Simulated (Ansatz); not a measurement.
System: C$_{5}$H$_{11}$O (charge -1, singlet). It need not be the lowest isomer of its formula. Whether it binds its extra electron was not tested at this geometry. SMILES: C(CCCC)[O-]
Coordinates optimised at B3LYP-D3(BJ)/def2-TZVP (Ansatz, a program for electronic structure):
```xyz
17

C      3.1133     0.1495    -0.0812
C      1.7875    -0.4260     0.4176
C      0.5601     0.2371    -0.2053
C     -0.7791    -0.3144     0.2715
C     -2.0319     0.3702    -0.3713
O     -3.1951    -0.1022     0.0368
H      3.2042     0.0355    -1.1654
H      3.9761    -0.3418     0.3795
H      3.1814     1.2188     0.1392
H      1.7358    -0.3271     1.5078
H      1.7584    -1.5021     0.2123
H      0.6202     0.1388    -1.2973
H      0.5975     1.3152    -0.0002
H     -0.8693    -0.2056     1.3598
H     -0.8465    -1.3883     0.0559
H     -1.8367     0.2897    -1.4961
H     -1.8597     1.4851    -0.1782
```
Charge -1, spin multiplicity 1.

Parts of the frozen-core correlation energy in aug-cc-pVTZ (Ansatz, hartree). Frozen orbitals: 6; correlated occupied orbitals by spin: 19 and 19; virtual: 504 and 504. No spin-orbit coupling. Non-relativistic.

```
term                            value
-------------------------  ----------
reference (HF)             -270.65647
MP2 opposite-spin            -0.89480
MP2 same-spin                -0.26931
CCSD correlation             -1.21255
(T)                          -0.05166
T1 diagnostic                   0.014
largest doubles amplitude       0.009
```
